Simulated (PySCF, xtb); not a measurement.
HTe, SMILES [TeH], multiplicity 2.

Geometry optimised at PBE0-D3(BJ)/def2-TZVPD. The def2 effective core potentials stand for the cores of Te; spin–orbit coupling is left out.

The numbers are results of PySCF with IEF-PCM-ωB97X/def2-TZVPD, not measurements.

The values are the electrostatic part of the solvation free energy, E(continuum) − E(gas) at the gas-phase geometry, in a cavity of scaled van der Waals radii (PySCF's table); cavitation and dispersion terms are not included. The dipole moment in vacuum is 0.12 D.

| solvent | ε | ΔG(elec) (kcal/mol) | dipole (D) |
|---|---|---|---|
| water | 78.36 | -1.4 | 0.27 |
| chloroform | 4.71 | -0.9 | 0.22 |
| toluene | 2.37 | -0.6 | 0.18 |

For comparison, GFN2-xTB/ALPB(water) (xtb, at the GFN2-xTB geometry, all terms of that model) gives -1.1 kcal/mol.
